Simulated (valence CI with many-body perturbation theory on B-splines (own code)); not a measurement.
Results of a calculation; reference values are marked as such.
Tm XXXVII: magnetic and hyperfine properties of the levels

Level of theory: configuration interaction combined with many-body perturbation theory (CI+MBPT): five valence electrons over a frozen Dirac-Fock core [Ar] 3d10, a basis of 11 s, 11 p, 10 d, 8 f, 5 g, 2 h functions for each j, with the one-electron correlation potential Σ1, the two-electron term Σ2, the three-electron term Σ3, Breit, model QED; selected CI, second order for the rest, scaled by the run's own slope (own B-spline code, finite nucleus).

No measured spectrum was set against this ion. As an estimate, large intervals hold to a few tenths of a per cent, small ones and those within an open d or f shell to about a per cent. Among the levels kept, up to 2100 cm⁻¹ of a level comes from second order outside the variational space, and about a tenth of that is noise between levels of different J, which matters for small intervals.

A/g_I is the dipole constant over the nuclear g factor μ/I (μ in nuclear magnetons, uniformly magnetised nucleus), B/Q the quadrupole constant per barn. Both hold the static response of the core; the bare values leave it out. Large factors of s and p1/2 electrons are usually good to 5 to 10 %; those of open d and f shells near neutrality can be off by tens of per cent, and small factors of p3/2, d and f electrons come from cancelling terms and can be off by a factor of two or in sign, in half-filled shells by more. B is blank for J = 1/2, where it vanishes, and for nearly pure S terms. Energies count from the lowest level.

Levels are named by their leading jj configuration (3d3/2^4 stands for four electrons in 3d with j = 3/2), which in mixed levels can hold well under half, so a name can repeat and another be missing. Letters in brackets count levels of one name in rising energy.

| Level | E (cm⁻¹) | g | A/g_I (MHz) | A/g_I bare | B/Q (MHz/b) | B/Q bare |
| --- | --- | --- | --- | --- | --- | --- |
| (4s^2 4p1/2^2 4p3/2) J=3/2 | 0 | 1.379 | 40700 | 39000 | 76600 | 73900 |
| (4s^2 4p1/2 4p3/2^2) J=3/2 | 481720 | 1.450 | -15200 | -15000 | 12400 | 11900 |
| (4s^2 4p1/2 4p3/2^2) J=5/2 | 521370 | 1.196 | 101000 | 97800 | -206 | -186 |
| (4s^2 4p1/2 4p3/2^2) J=1/2 | 571150 | 0.660 | 336000 | 325000 |  |  |
| (4s^2 4p3/2^3) J=3/2 | 1059800 | 1.296 | 44000 | 42200 | -88900 | -85800 |
| (4s^2 4p1/2^2 4d3/2) J=3/2 | 1093700 | 0.811 | 11300 | 11500 | 5810 | 5850 |
| (4s 4p1/2^2 4p3/2^2) J=5/2 | 1146200 | 1.467 | 204000 | 197000 | 12800 | 12400 |
| (4s 4p1/2^2 4p3/2^2) J=1/2 | 1278000 | 2.153 | 985000 | 951000 |  |  |
| (4s^2 4p1/2^2 4d5/2) J=5/2 | 1279200 | 1.223 | 42000 | 41000 | 27200 | 26400 |
| (4s 4p1/2^2 4p3/2^2) J=3/2 | 1297900 | 1.153 | -125000 | -120000 | -19000 | -18400 |
| (4s^2 4p1/2 4p3/2 4d3/2) J=3/2 [a] | 1574200 | 0.933 | 63100 | 61300 | -51300 | -49500 |
| (4s^2 4p1/2 4p3/2 4d3/2) J=5/2 [a] | 1576500 | 0.972 | 80700 | 78200 | -13500 | -12900 |
| (4s^2 4p1/2 4p3/2 4d3/2) J=1/2 [a] | 1578900 | 0.250 | 110000 | 107000 |  |  |
| (4s^2 4p1/2 4p3/2 4d3/2) J=7/2 | 1616200 | 1.060 | 73500 | 71300 | 72200 | 69900 |
| (4s 4p1/2 4p3/2^3) J=3/2 [a] | 1636300 | 1.515 | 146000 | 141000 | -48500 | -46800 |
| (4s^2 4p1/2 4p3/2 4d5/2) J=5/2 [a] | 1680100 | 1.206 | 186000 | 179000 | -84600 | -81500 |
| (4s^2 4p1/2 4p3/2 4d5/2) J=7/2 [a] | 1688400 | 1.311 | -13600 | -12900 | 89800 | 86800 |
| (4s^2 4p1/2 4p3/2 4d3/2) J=5/2 [b] | 1719200 | 1.253 | 10500 | 10400 | 59600 | 57600 |
| (4s^2 4p1/2 4p3/2 4d3/2) J=1/2 [b] | 1724200 | 1.517 | 125000 | 120000 |  |  |
| (4s^2 4p1/2 4p3/2 4d3/2) J=3/2 [b] | 1725700 | 1.189 | 8700 | 8370 | 11000 | 10500 |
| (4s^2 4p1/2 4p3/2 4d5/2) J=9/2 | 1731700 | 1.201 | 55300 | 53600 | 76100 | 73600 |
| (4s^2 4p1/2 4p3/2 4d5/2) J=3/2 [a] | 1779200 | 1.197 | -19700 | -18500 | -42000 | -40500 |
| (4s^2 4p1/2 4p3/2 4d5/2) J=1/2 [a] | 1803100 | 1.671 | -187000 | -180000 |  |  |
| (4s^2 4p1/2 4p3/2 4d5/2) J=5/2 [b] | 1814400 | 1.176 | 92800 | 89900 | -37800 | -36300 |
| (4s^2 4p1/2 4p3/2 4d5/2) J=7/2 [b] | 1824100 | 1.099 | 63100 | 61100 | 17200 | 16800 |
| (4s^2 4p1/2 4p3/2 4d5/2) J=3/2 [b] | 1842600 | 1.215 | 110000 | 107000 | -18200 | -17600 |
| (4s^2 4p1/2 4p3/2 4d5/2) J=5/2 [c] | 1853000 | 1.236 | 63900 | 61900 | -15000 | -14400 |
| (4s 4p1/2 4p3/2^3) J=3/2 [b] | 1888100 | 0.989 | 73600 | 71200 | 16700 | 16200 |
| (4s^2 4p1/2 4p3/2 4d5/2) J=1/2 [b] | 1915600 | 1.099 | -157000 | -151000 |  |  |
| (4s^2 4p3/2^2 4d3/2) J=1/2 | 2197200 | 1.800 | 166000 | 159000 |  |  |
| (4s^2 4p3/2^2 4d3/2) J=3/2 [a] | 2201100 | 1.173 | 30300 | 29200 | -34800 | -33800 |
| (4s^2 4p3/2^2 4d3/2) J=5/2 | 2207000 | 1.202 | 44300 | 43000 | -9720 | -9440 |
| (4s^2 4p3/2^2 4d5/2) J=1/2 | 2212400 | 1.085 | 206000 | 199000 |  |  |
| (4s^2 4p3/2^2 4d5/2) J=7/2 | 2217300 | 1.259 | 27100 | 26400 | 18300 | 17700 |
| (4s^2 4p3/2^2 4d5/2) J=9/2 | 2235400 | 1.237 | 24500 | 23900 | 43300 | 42000 |
| (4s^2 4p3/2^2 4d3/2) J=7/2 | 2238100 | 1.095 | 30500 | 29500 | 4890 | 5050 |
| (4s 4p1/2^2 4p3/2 4d3/2) J=5/2 [a] | 2247400 | 1.305 | 161000 | 155000 | 23800 | 22900 |
| (4s 4p1/2^2 4p3/2 4d3/2) J=3/2 [a] | 2252900 | 1.380 | 142000 | 137000 | -4420 | -4400 |
| (4s 4p1/2^2 4p3/2 4d3/2) J=1/2 [a] | 2252900 | 2.599 | 558000 | 539000 |  |  |
| (4s 4p1/2^2 4p3/2 4d3/2) J=7/2 | 2268600 | 1.323 | 159000 | 154000 | 66700 | 64500 |

**Question.** Take the isotope of mass number 169, with I = 1/2, μ = -0.231 μN. What is the hyperfine structure of (4s^2 4p1/2 4p3/2^2) J=5/2?

**Answer.** From the table A = -46900 MHz. Shifts from the centre of gravity in MHz: F = 2: 82100, F = 3: -58600.
